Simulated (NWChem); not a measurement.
Molecule: MgF$_{2}$; SMILES [F][Mg][F]

```xyz
3

Mg     0.0000     0.0000    -0.0477
F      1.7353     0.0000    -0.0477
F     -1.7353     0.0000    -0.0477
```
Atoms are numbered in this order, from 1.

Program: NWChem. Pople sets run with spherical d functions. Structure relaxed at the B3LYP/6-31G* (spherical d) level. Static field.

For level PBE0/aug-cc-pVDZ:

```yaml
isotropic polarisability (bohr³): 16.4
anisotropy (bohr³): 3.7
```

Question: What are these values for level PBE0/6-31G*?

Answer: 
| Property | Value |
|---|---|
| isotropic polarisability (bohr³) | 13.6 |
| anisotropy (bohr³) | 2.5 |
